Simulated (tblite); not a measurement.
Method: GFN2-xTB as coded in tblite; computed harmonic values from a numerical Hessian at the method's own geometry, unscaled. Against measured fundamentals such values can be off by several per cent, at times by over 20. Modes of hydrogen on arsenic, boron, gallium and germanium can be 10 to 20 % off. One conformer each. Thermal functions are those of the rigid rotor and harmonic oscillator, without mixing of conformers.

Problem. Order these by their zero-point energy, highest first (kcal/mol).
A. `[GeH3][O]B[AsH2]`
B. `[GaH2][CH]1CCCC1`
C. `C[C@H]1C[CH2][GaH][CH2]1`
D. `CC[P@](C)(=O)O`

Solution. C (87.6), B (86.1), D (75.1), A (32.5).

```json
{"SMILES": "C[C@H]1C[CH2][GaH][CH2]1", "atoms": "17", "mass (u)": "140.01", "symmetry number": "1", "modes under 300 cm⁻¹": "5", "ZPE (kcal/mol)": "87.6", "S translation (cal/(mol K))": "40.7", "S rotation": "27.7", "S vibration": "17.1", "S": "85.6", "Cp": "32.1"}
{"SMILES": "[GaH2][CH]1CCCC1", "atoms": "17", "mass (u)": "140.01", "symmetry number": "1", "modes under 300 cm⁻¹": "5", "ZPE (kcal/mol)": "86.1", "S translation (cal/(mol K))": "40.7", "S rotation": "28.0", "S vibration": "21.1", "S": "89.9", "Cp": "30.7"}
{"SMILES": "CC[P@](C)(=O)O", "atoms": "15", "mass (u)": "108.03", "symmetry number": "1", "modes under 300 cm⁻¹": "7", "ZPE (kcal/mol)": "75.1", "S translation (cal/(mol K))": "40.0", "S rotation": "27.3", "S vibration": "22.2", "S": "89.4", "Cp": "32.5"}
{"SMILES": "[GeH3][O]B[AsH2]", "atoms": "10", "mass (u)": "181.89", "symmetry number": "1", "modes under 300 cm⁻¹": "4", "ZPE (kcal/mol)": "32.5", "S translation (cal/(mol K))": "41.5", "S rotation": "28.4", "S vibration": "21.1", "S": "91.1", "Cp": "27.7"}
```

Entropies and Cp are for 298.15 K and 1 bar.
